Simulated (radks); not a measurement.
Results of a calculation; reference values are marked as such.
Problem. The mean radii <r> (bohr) of the occupied orbitals of an atom or ion are listed with their occupations. Code: a radial shooting solver on a logarithmic mesh with Libxc functionals. Model: scalar-relativistic Kohn-Sham, exchange-only LDA, spin-polarised, spherical densities, point nucleus.

| orbital | occ. | <r> |
|---|---|---|
| 1s up | 1 | 0.03432 |
| 1s down | 1 | 0.03432 |
| 2s up | 1 | 0.1497 |
| 2s down | 1 | 0.1497 |
| 2p up | 3 | 0.1304 |
| 2p down | 3 | 0.1304 |
| 3s up | 1 | 0.4151 |
| 3s down | 1 | 0.4148 |
| 3p up | 3 | 0.4154 |
| 3p down | 3 | 0.4150 |
| 3d up | 5 | 0.3964 |
| 3d down | 5 | 0.3957 |
| 4s up | 1 | 0.9845 |
| 4s down | 1 | 0.9846 |
| 4p up | 3 | 1.047 |
| 4p down | 1 | 1.049 |

Name the element and its charge. Open shells, if any, are filled with parallel spins first.

Solution. Z = 43, technetium, charge +9: Tc9+ in [Ar] 3d10 4s2 4p4. The 1s radius gives Z: for a bare nucleus <r> = (2 gamma + 1)/(2Z) with gamma = sqrt(1 - (Z/c)^2), 0.03371 bohr for Z = 43, and screening makes it slightly larger (0.03432 here). The occupations add up to 34, and the charge is Z minus that.
